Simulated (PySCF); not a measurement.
Frontier levels across methods

C₃H₆FNSi.
Numbering: `[CH2:1]=[N:2]/[CH:3]=[CH:4]\[SiH2:5][F:6]` (hydrogens: H7, H8 on C1; H9 on C3; H10 on C4; H11, H12 on Si5)

Geometry (PBE0-D3(BJ)/def2-SVP, Å), atoms numbered from 1 in this order:
```xyz
12
C3H6FNSi angstrom
C      2.1164   -0.9269   -0.3794
N      0.9235   -0.5486   -0.1658
C      0.6235    0.8109   -0.1013
C     -0.6558    1.1473    0.1239
Si    -1.8663   -0.2649    0.3246
F     -3.3311    0.4166    0.5755
H      2.3445   -1.9993   -0.4258
H      2.9548   -0.2187   -0.5210
H      1.4387    1.5420   -0.2373
H     -0.9472    2.2005    0.1817
H     -1.9879   -1.0899   -0.9072
H     -1.5738   -1.0974    1.5221
```

Basis pcSseg-1 throughout (PySCF), one geometry. One conformer (not necessarily the lowest) at the PBE0-D3(BJ)/def2-SVP geometry, without solvent, vibrations or thermal averaging.

Question: How do the orbital energies, the gap and the dipole change with the method?

Answer: 
```json
{"method": "BLYP", "kind": "GGA", "HOMO (eV)": "-6.49", "LUMO (eV)": "-2.65", "gap (eV)": "3.84", "μ (D)": "3.63", "SCF cycles": "16"}
{"method": "OPBE", "kind": "GGA", "HOMO (eV)": "-6.59", "LUMO (eV)": "-2.75", "gap (eV)": "3.84", "μ (D)": "3.69", "SCF cycles": "16"}
{"method": "B97-D", "kind": "GGA", "HOMO (eV)": "-6.59", "LUMO (eV)": "-2.71", "gap (eV)": "3.88", "μ (D)": "3.71", "SCF cycles": "16"}
{"method": "PBE", "kind": "GGA", "HOMO (eV)": "-6.62", "LUMO (eV)": "-2.82", "gap (eV)": "3.79", "μ (D)": "3.68", "SCF cycles": "15"}
{"method": "KT3", "kind": "GGA", "HOMO (eV)": "-6.64", "LUMO (eV)": "-2.73", "gap (eV)": "3.91", "μ (D)": "3.64", "SCF cycles": "17"}
{"method": "KT2", "kind": "GGA", "HOMO (eV)": "-6.64", "LUMO (eV)": "-2.76", "gap (eV)": "3.88", "μ (D)": "3.71", "SCF cycles": "17"}
{"method": "LDA", "kind": "LDA", "HOMO (eV)": "-6.71", "LUMO (eV)": "-3.07", "gap (eV)": "3.64", "μ (D)": "3.79", "SCF cycles": "14"}
{"method": "BP86", "kind": "GGA", "HOMO (eV)": "-6.73", "LUMO (eV)": "-2.91", "gap (eV)": "3.82", "μ (D)": "3.71", "SCF cycles": "16"}
{"method": "B97-2", "kind": "global hybrid", "HOMO (eV)": "-7.43", "LUMO (eV)": "-1.90", "gap (eV)": "5.53", "μ (D)": "3.95", "SCF cycles": "13"}
{"method": "B3LYP", "kind": "global hybrid", "HOMO (eV)": "-7.46", "LUMO (eV)": "-2.04", "gap (eV)": "5.41", "μ (D)": "3.88", "SCF cycles": "14"}
{"method": "PBE0", "kind": "global hybrid", "HOMO (eV)": "-7.68", "LUMO (eV)": "-1.86", "gap (eV)": "5.82", "μ (D)": "3.98", "SCF cycles": "14"}
{"method": "mPW1PW91", "kind": "global hybrid", "HOMO (eV)": "-7.70", "LUMO (eV)": "-1.87", "gap (eV)": "5.83", "μ (D)": "3.99", "SCF cycles": "14"}
{"method": "BHandHLYP", "kind": "global hybrid", "HOMO (eV)": "-8.50", "LUMO (eV)": "-0.71", "gap (eV)": "7.79", "μ (D)": "4.18", "SCF cycles": "13"}
{"method": "CAM-B3LYP", "kind": "range-separated hybrid", "HOMO (eV)": "-8.89", "LUMO (eV)": "-0.69", "gap (eV)": "8.21", "μ (D)": "4.01", "SCF cycles": "13"}
{"method": "wB97X-D", "kind": "range-separated hybrid", "HOMO (eV)": "-9.45", "LUMO (eV)": "-0.08", "gap (eV)": "9.37", "μ (D)": "4.07", "SCF cycles": "14"}
{"method": "HF", "kind": "Hartree–Fock", "HOMO (eV)": "-9.71", "LUMO (eV)": "2.05", "gap (eV)": "11.76", "μ (D)": "4.59", "SCF cycles": "11"}
{"method": "LC-wPBE", "kind": "range-separated hybrid", "HOMO (eV)": "-10.25", "LUMO (eV)": "0.40", "gap (eV)": "10.65", "μ (D)": "4.12", "SCF cycles": "14"}
```

The HOMO spans 3.76 eV, from BLYP down to LC-wPBE, and the gap runs from 3.64 eV (LDA) to 11.76 eV (HF). Over the methods BLYP (0 %), OPBE (0 %), B97-D (0 %), PBE (0 %), KT3 (0 %), KT2 (0 %), LDA (0 %), BP86 (0 %), B97-2 (21 %), B3LYP (20 %), PBE0 (25 %), mPW1PW91 (25 %), BHandHLYP (50 %), HF (100 %), a straight line through the gap against the share of exact exchange rises by 0.79 eV for each 10 % (correlation coefficient 1.000). The dipole ranges from 3.63 D (BLYP) to 4.59 D (HF). This basis has no diffuse functions.
